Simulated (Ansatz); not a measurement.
CHBFN (`N#CBF`). Total charge 0; spin multiplicity 1.

Cartesian coordinates in Å:
```
N -1.425 1.521 0.217
C -0.630 0.696 0.103
B 0.382 -0.457 -0.074
F 1.635 -0.237 0.231
H 0.039 -1.523 -0.477
```

Problem. Give the diagnostics of a CCSD(T)/def2-TZVPP run (frozen core, the Gaussian-basis code of Ansatz). (Estimate.)

Solution. The calculation gave: T1 = 0.0148, largest single amplitude 0.035, largest double 0.046, (T) share of the correlation energy 4.1 %, 10 CCSD cycles. The RHF solution is stable towards an unrestricted one. T1 lies under the customary mark of 0.02 for closed shells.
